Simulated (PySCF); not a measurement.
Simulated Si 2p region for `[F][GeH2][GeH2][SiH3]`, binding energy against the vacuum level.

Every computed line was given a Gaussian of 0.7 eV full width at half maximum and an area set by the number of equivalent atoms (split 2:1 within a doublet); the highest printed point is 100. Method: delta-SCF UKS SCAN, pcX-2 on the ionised atom, pcseg-1 elsewhere, spin-free X2C in PySCF 2.14.0.

(binding energy (eV), intensity): (105.6, 0), (105.7, 1), (105.8, 2), (105.9, 4), (106.0, 9), (106.1, 18), (106.2, 31), (106.3, 49), (106.4, 68), (106.5, 86), (106.6, 97), (106.7, 100), (106.8, 95), (106.9, 87), (107.0, 77), (107.1, 69), (107.2, 62), (107.3, 55), (107.4, 46), (107.5, 36), (107.6, 25), (107.7, 16), (107.8, 9), (107.9, 5), (108.0, 2), (108.1, 1), (108.2, 0), (108.3, 0)

**Question.** Count the maxima, the lines and the sites behind this envelope.

**Answer.** The curve has 1 maximum (at 106.7 eV). Under it lie 2 lines from 1 inequivalent silicon site, drawn as a 2p3/2, 2p1/2 pair. At this width some lines have no maximum of their own.

**Question.** Decompose the envelope and assign each component. Numbering: `[F:1][GeH2:2][GeH2:3][SiH3:4]`.

**Answer.** 
```csv
position (eV),relative area,line,atoms,environment
106.64,0.67,Si 2p3/2,Si4,SiH3 silicon
107.26,0.33,Si 2p1/2,Si4,SiH3 silicon
```

**Question.** What are the centre and the root-mean-square width of the whole band?

**Answer.** The area-weighted mean of the lines is 106.85 eV. Their own spread about it is 0.29 eV (rms) and each Gaussian has σ = 0.7/2.355 = 0.30 eV; the variances add, which gives 0.42 eV.

Shake-up satellites, vibrational structure and lifetime widths aren't simulated. 2p3/2 and 2p1/2 are the ΔSCF energy of one spin-free 2p hole plus the eigenvalues of a spin–orbit and ligand-field matrix of the shell. 2p1/2 minus 2p3/2 (ligand field included): Si 0.62 eV. Geometry: PBE0-D3(BJ)/def2-SVP, one conformer, isolated molecule.

Conformer computed: `[F:1][GeH2:2][GeH2:3][SiH3:4]`: F1–Ge2–Ge3–Si4 13°.
